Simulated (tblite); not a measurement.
C5H3FNO (doublet state).
SMILES with atom numbers: `[H]/[N:1]=[C:2]/[c:3]1[cH:4][cH:5][c:6]([F:7])[o:8]1` (hydrogens: H9 on N1; H10 on C4; H11 on C5)

Structure optimised with GFN2-xTB, isolated species. This method treats the open shell by occupation alone, without spin polarisation.

Give the optimised bond lengths and angles.

| bond | length (Å) |
| --- | --- |
| N1=C2 | 1.216 |
| C2–C3 | 1.348 |
| C3–C4 | 1.412 |
| C4–C5 | 1.404 |
| C5–C6 | 1.362 |
| C6–F7 | 1.327 |
| C6–O8 | 1.348 |
| C3–O8 | 1.378 |
| N1–H9 | 1.017 |
| C4–H10 | 1.069 |
| C5–H11 | 1.070 |

A selection of angles:
| angle | degrees |
| --- | --- |
| N1–C2–C3 | 159.3 |
| C2–C3–C4 | 129.0 |
| C2–C3–O8 | 121.2 |
| C4–C3–O8 | 109.4 |
| C3–C4–C5 | 106.2 |
| C4–C5–C6 | 105.8 |
| C5–C6–F7 | 130.7 |
| C5–C6–O8 | 113.2 |
| F7–C6–O8 | 116.1 |
| C3–O8–C6 | 105.4 |
| H9–N1–C2 | 121.8 |

Torsions: N1–C2–C3–C4 84° (synclinal); H9–N1–C2–C3 -171° (antiperiplanar). The mirror-image conformer, all signs reversed, is as good.

C6 (carbon bonded to C, F and O) is planar (angles 130.7°, 116.1° and 113.2°, sum 360.0°, 0.00 Å off the plane of its three neighbours). N1 (nitrogen bonded to C and H) is bent (angle 121.8°). The 5-membered ring C3–C4–C5–C6–O8 has internal angles of 105.4° to 113.2°; it is planar, 0.00 Å rms from its mean plane, widest ring torsion 1°. C5 (carbon bonded to 2 C and H) is planar (angles 127.6°, 126.6° and 105.8°, sum 360.0°, 0.00 Å off the plane of its three neighbours). C3 (carbon bonded to 2 C and O) is planar (angles 129.0°, 121.2° and 109.4°, sum 359.6°, 0.05 Å off the plane of its three neighbours). The C–O distances run from 1.348 Å (C6–O8, aromatic) to 1.378 Å (C3–O8, aromatic), a spread of 0.030 Å. The 4 C–C bonds span 1.348 Å (C2–C3, drawn single) to 1.412 Å (C3–C4, aromatic), a spread of 0.064 Å.

Point group: C1 (no symmetry element, even within 0.4 Å). Its GFN2-xTB frequencies are all real (lowest 122 cm⁻¹).

Time: 0.33 s. Hardware: one thread of an Arm Neoverse V1 (shared host). This is the geometry optimisation.

These are computed values.
